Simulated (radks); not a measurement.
The oxygen anion O2-, [Ne], held by a Watson sphere: a shell of charge +2 at radius R that stands for the Madelung well of a crystal (potential energy -2/R inside, -2/r outside, in hartree with lengths in bohr). All-electron calculation, non-relativistic Kohn-Sham, LDA (Slater exchange, Perdew-Wang correlation), spin-polarised, spherical densities, point nucleus. Program: a radial shooting solver on a logarithmic mesh with Libxc functionals. Response by self-consistent Sternheimer equations with the Hartree and adiabatic LDA kernel. The sphere does not respond.

| R (bohr) | e(1s) (eV) | e(2s) (eV) | e(2p) (eV) | <r> 2p (bohr) | sum of <r^2> (bohr^2) | X-ray form factor at sin(theta)/lambda = 0.2 1/angstrom | alpha (bohr^3) |
|---|---|---|---|---|---|---|---|
| 2.07 | -504.19 | -21.565 | -7.635 | 1.507 | 22.23 | 6.054 | 15.68 |
| 2.48 | -503.92 | -20.032 | -6.332 | 1.598 | 25.09 | 5.892 | 23.34 |
| 2.71 | -503.69 | -19.341 | -5.709 | 1.645 | 26.71 | 5.829 | 29.01 |
| 2.99 | -503.40 | -18.634 | -5.045 | 1.700 | 28.72 | 5.771 | 37.57 |
| 3.39 | -502.99 | -17.828 | -4.254 | 1.773 | 31.68 | 5.717 | 53.80 |
| 3.49 | -502.90 | -17.658 | -4.081 | 1.791 | 32.45 | 5.708 | 58.76 |
| 3.93 | -502.51 | -17.024 | -3.423 | 1.868 | 35.98 | 5.680 | 86.01 |
| 3.94 | -502.50 | -17.012 | -3.410 | 1.869 | 36.06 | 5.680 | 86.75 |
